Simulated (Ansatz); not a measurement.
`C[As]([SiH3])C(C)(C)C` at its PBE0-D4/def2-TZVP geometry, where that method's forces vanish. Total charge 0; spin multiplicity 1.

| atom | x (Å) | y (Å) | z (Å) |
| --- | --- | --- | --- |
| C1 | 0.918 | -1.189 | 1.882 |
| As2 | 0.373 | 0.607 | 1.265 |
| Si3 | -1.918 | 0.338 | 1.763 |
| C4 | 0.344 | 0.335 | -0.731 |
| C5 | -0.549 | -0.805 | -1.188 |
| C6 | -0.134 | 1.650 | -1.330 |
| C7 | 1.785 | 0.070 | -1.148 |
| H8 | 0.343 | -1.990 | 1.416 |
| H9 | 1.978 | -1.327 | 1.670 |
| H10 | 0.778 | -1.234 | 2.963 |
| H11 | -2.104 | 0.590 | 3.218 |
| H12 | -2.737 | 1.326 | 1.009 |
| H13 | -2.432 | -1.029 | 1.465 |
| H14 | -0.271 | -1.757 | -0.729 |
| H15 | -0.463 | -0.931 | -2.274 |
| H16 | -1.602 | -0.617 | -0.965 |
| H17 | 0.499 | 2.486 | -1.021 |
| H18 | -0.106 | 1.595 | -2.424 |
| H19 | -1.162 | 1.880 | -1.037 |
| H20 | 1.851 | 0.016 | -2.241 |
| H21 | 2.455 | 0.865 | -0.811 |
| H22 | 2.155 | -0.879 | -0.751 |

Problem. For each bond, give half the difference of the two atoms' forces along it (eV/Å; positive pushes the atoms apart) under PBE-D4, r2SCAN-D4, B3LYP-D4, ωB97M-V in def2-TZVPP. (Estimate.)

Solution. Ansatz gave: 
```csv
bond,length (Å),PBE-D4,r2SCAN-D4,B3LYP-D4,ωB97M-V
C1–H8,1.090,0.08,-0.04,-0.09,-0.05
C1–H9,1.090,0.10,-0.04,-0.09,-0.05
C1–H10,1.091,0.09,-0.03,-0.08,-0.03
As2–C4,2.015,0.20,0.10,0.14,-0.17
Si3–H12,1.489,0.08,-0.02,-0.09,-0.10
C4–C5,1.518,-0.04,0.06,0.12,0.15
C4–C6,1.523,0.01,0.07,0.12,0.14
C4–C7,1.523,0.01,0.08,0.11,0.13
C5–H14,1.092,0.10,-0.03,-0.08,-0.06
C5–H15,1.097,0.11,-0.02,-0.07,-0.08
C6–H17,1.093,0.10,-0.04,-0.07,-0.06
C6–H19,1.093,0.09,-0.04,-0.08,-0.05
C7–H20,1.096,0.12,-0.02,-0.08,-0.09
C7–H21,1.093,0.09,-0.04,-0.07,-0.06
```

B3LYP here is the variant with VWN-RPA as its local correlation; programs differ in this.
